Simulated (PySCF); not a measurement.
C₄H₄BFO.

```xyz
11

C     -2.6142    -1.0104     0.4181
C     -1.6128    -0.3182     0.3760
B     -0.3115     0.4696     0.3118
F     -0.2257     1.6812     0.8500
C      0.9530    -0.0980    -0.4820
C      2.0409    -0.9345     0.1386
O      0.9476     0.2156    -1.6624
H     -3.5051    -1.6111     0.4573
H      2.5237    -0.3730     0.9570
H      2.7874    -1.2133    -0.6191
H      1.6001    -1.8395     0.5909
```

The structure is a stationary point at B3LYP-D3(BJ)/def2-SVP. This is a generated structure with no PubChem entry under its InChIKey; it may be hypothetical. One conformer was computed; it need not be the lowest.

Computed with PBE/pcSseg-1 (PySCF). Non-relativistic, no solvent.

Task: Give the absolute GIAO shielding of each atom: isotropic value and principal components (ppm). (The exact figures need the calculation; the answer reports its results.)

Result: 
```
atom  σ(iso)      σ11     σ22    σ33    span
----  ------  -------  ------  -----  ------
C1      74.3     -1.1    14.5  209.5   210.6
C2      91.0     -4.3    -2.8  280.1   284.4
B3      67.7     38.2    63.2  101.6    63.4
F4     176.7    -24.1   114.1  440.0   464.1
C5     -55.2   -150.0  -112.7   97.1   247.1
C6     145.7    117.0   135.4  184.8    67.8
O7    -427.2  -1146.5  -472.6  337.5  1484.0
H8      28.2     24.5    24.6   35.6    11.1
H9      28.8     26.3    28.2   31.8     5.5
H10     29.2     27.2    27.2   33.4     6.2
H11     28.7     26.3    28.5   31.3     5.0
```
